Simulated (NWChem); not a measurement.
# Correlation energy of dimethyl telluride (C2H6Te)

```xyz
9

C     -1.5798     0.0000    -1.0664
Te     0.0000     0.0000     0.3959
C      1.5798     0.0000    -1.0664
H     -1.5175    -0.9025    -1.6879
H     -2.5321     0.0000    -0.5189
H     -1.5175     0.9025    -1.6879
H      1.5175    -0.9025    -1.6879
H      2.5321     0.0000    -0.5189
H      1.5175     0.9025    -1.6879
```
Charge 0, spin multiplicity 1.

Everything below was run with NWChem. The geometry was optimised at PBE0/def2-SVP with def2 effective core potentials on Te, held to C2v symmetry and with no frequency check, so it may be a saddle point.

Basis set: def2-SVP. Each correlation energy counts from its own Hartree-Fock reference.

Effective core potentials replace the inner electrons of Te; spin-orbit coupling is left out. The correlated methods keep 6 core orbitals frozen. Coupled-cluster values serve here as a point of comparison, not as the truth.

Task: One of these methods gave a correlation energy of -418.2 mHa. Which?
A. CCSD+T(CCSD)
B. CCSD
C. CR-CCSD[T]
D. MP2

Result: D, MP2. The others give -471.6 (CR-CCSD[T]), -460.8 (CCSD), -475.0 (CCSD+T(CCSD)).
